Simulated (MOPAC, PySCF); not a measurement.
C10H10Si, SMILES `[SiH3]c1cccc2ccccc12`, neutral singlet in the gas phase. 

Cartesian coordinates (Å):
```xyz
21

Si    -2.5521    -1.5011     0.0121
C     -1.3487    -0.0545     0.0829
C     -1.8511     1.2284     0.2488
C     -1.0002     2.3596     0.3101
C      0.3633     2.2039     0.2044
C      0.9358     0.9134     0.0332
C      2.3418     0.7329    -0.0778
C      2.8848    -0.5230    -0.2435
C      2.0386    -1.6566    -0.3054
C      0.6709    -1.5120    -0.2007
C      0.0722    -0.2325    -0.0288
H     -2.2957    -2.4848     1.1059
H     -3.9332    -0.9596     0.1588
H     -2.4525    -2.2373    -1.2832
H     -2.9301     1.3820     0.3355
H     -1.4334     3.3540     0.4415
H      1.0275     3.0709     0.2507
H      2.9875     1.6137    -0.0290
H      3.9668    -0.6480    -0.3275
H      2.4730    -2.6504    -0.4369
H      0.0349    -2.3991    -0.2509
```
Charge 0, spin multiplicity 1.

All levels are single points at this geometry (B3LYP-D3(BJ)/def2-SVP); Pople sets use spherical d functions. Orbital energies aren't observables, and empty levels follow the basis.

```tsv
level	HOMO (eV)	LUMO (eV)	gap (eV)	dipole (D)	vertical IE, Delta-SCF (eV)
B3LYP-D3(BJ)/def2-TZVP in PySCF	-6.26	-1.64	4.63	1.06	7.98
PBE-D3(BJ)/def2-TZVP in PySCF	-5.62	-2.30	3.33	1.09	7.93
B3LYP/LANL2DZ in PySCF	-6.12	-1.38	4.74	0.83	–
BP86/6-31G* in PySCF	-5.40	-2.03	3.38	1.09	–
PM6 in MOPAC	-8.84	-0.65	8.20	0.58	–
PM7 in MOPAC	-8.87	-0.62	8.25	0.32	–
```
